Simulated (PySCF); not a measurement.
Computed shifts of a molecule C₃H₁₂OSi₂, KT2/pcSseg-1 (PySCF), GIAO, gas phase, atoms alike by connectivity averaged where their shifts nearly agree, in ppm (number of nuclei): ¹³C: 7.4 (1), 2.2 (1), 0.3 (1). ²⁹Si: -9.4 (1), -18.9 (1). ¹H: 5.54 (1), 5.20 (1), 4.68 (1), 0.59 (1), 0.50 (1), 0.46 (3), 0.33 (1), 0.33 (3). References: ¹³C against TMS (σ = 185.1 ppm); ²⁹Si against TMS (σ = 361.9 ppm); ¹⁷O against H2O (σ = 330.4 ppm); ¹H against TMS (σ = 31.47 ppm), references at their B3LYP-D3(BJ)/def2-TZVP geometries, non-relativistic. Geometry: B3LYP-D3(BJ)/def2-SVP. One conformer was computed; it need not be the lowest.

Q: Identify the compound among the candidates.
A) CC[SiH2][SiH2]CO
B) C[C@H](C[SiH3])O[SiH3]
C) COCC([SiH3])[SiH3]
D) C[SiH](C)C[SiH2]O

A: D, C[SiH](C)C[SiH2]O
